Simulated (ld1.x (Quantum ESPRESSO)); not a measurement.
## u(r) = r·R(r): atom against pseudo-atom (Sc (Z = 21))

Columns: radius, all-electron u(r) and pseudo u(r) of the 3p shell (level -34.00 eV) of scandium in the configuration [Ne] 3s2 3p6 3d1 4s1.75 4p0.25; PW91, scalar-relativistic, TM scheme, ld1.x (Quantum ESPRESSO) 7.5.

| r (bohr) | all-electron | pseudo |
| --- | --- | --- |
| 0.108 | 0.3878 | -0.0331 |
| 0.215 | 0.4863 | -0.1265 |
| 0.322 | 0.2363 | -0.2671 |
| 0.430 | -0.1288 | -0.4368 |
| 0.538 | -0.4656 | -0.6109 |
| 0.645 | -0.7185 | -0.7652 |
| 0.752 | -0.8835 | -0.8839 |
| 0.860 | -0.9706 | -0.9579 |
| 0.968 | -0.9955 | -0.9850 |
| 1.075 | -0.9762 | -0.9713 |
| 1.182 | -0.9282 | -0.9273 |
| 1.290 | -0.8624 | -0.8631 |
| 1.398 | -0.7878 | -0.7884 |
| 1.505 | -0.7110 | -0.7113 |
| 1.612 | -0.6354 | -0.6354 |
| 1.720 | -0.5626 | -0.5626 |
| 1.828 | -0.4950 | -0.4950 |
| 1.935 | -0.4338 | -0.4338 |
| 2.042 | -0.3785 | -0.3785 |
| 2.150 | -0.3287 | -0.3287 |
| 2.258 | -0.2846 | -0.2846 |
| 2.365 | -0.2463 | -0.2463 |
| 2.472 | -0.2126 | -0.2126 |
| 2.580 | -0.1831 | -0.1831 |
| 2.688 | -0.1574 | -0.1574 |
| 2.795 | -0.1354 | -0.1354 |

(1) How many radial nodes do the two functions have?

(2) At about which radius was the pseudo-wave matched?

(3) Where does each function peak?

(4) Is the pseudo-wave norm-conserving?

Answers

(1) The all-electron 3p function has n − l − 1 = 1; the pseudo-wave has 0, since the states of the same l below it are removed with the core.

(2) 1.85 bohr. The columns agree to 0.0005 from 1.50 bohr on; several derivatives are matched, so the curves merge somewhat inside the radius.

(3) Outermost all-electron maximum near 0.97 bohr, pseudo maximum near 0.97 bohr (to the table’s step).

(4) Yes: the TM scheme keeps the norm inside the radius equal to the all-electron one, which fixes the energy derivative of the logarithmic derivative at the level.
